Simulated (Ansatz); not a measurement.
Mulliken charges of C2H4Br2, SMILES `CC(Br)Br` from ωB97M-V/def2-TZVPP in Ansatz (PBE0-D4/def2-TZVP geometry).

| atom | x (Å) | y (Å) | z (Å) | charge (e) |
| --- | --- | --- | --- | --- |
| C1 | 0.199 | 0.818 | 0.014 | -0.280 |
| C2 | -0.176 | -0.631 | 0.142 | -0.140 |
| Br3 | 1.284 | -1.779 | -0.418 | -0.063 |
| Br4 | -1.787 | -1.023 | -0.865 | -0.063 |
| H5 | 0.414 | 1.075 | -1.023 | 0.131 |
| H6 | -0.624 | 1.443 | 0.369 | 0.117 |
| H7 | 1.086 | 1.022 | 0.618 | 0.117 |
| H8 | -0.397 | -0.926 | 1.162 | 0.182 |

Task: By hand: the dipole of these point charges (1 e Å = 4.8032 D).

Result: Σ q r = (0.037, 0.297, 0.250) e Å, of length 0.390 e Å = 1.87 D.

Task: How does the dipole of the full density compare? (Best estimate.)

Result: Computed: (0.043, 0.320, 0.249) e Å, 1.96 D; the point charges give 0.95 times that, at 2° from its direction.

Point charges leave out the atoms' own dipoles, such as those of lone pairs, and Mulliken's split depends on the basis, so the close match here is no proof of good charges.
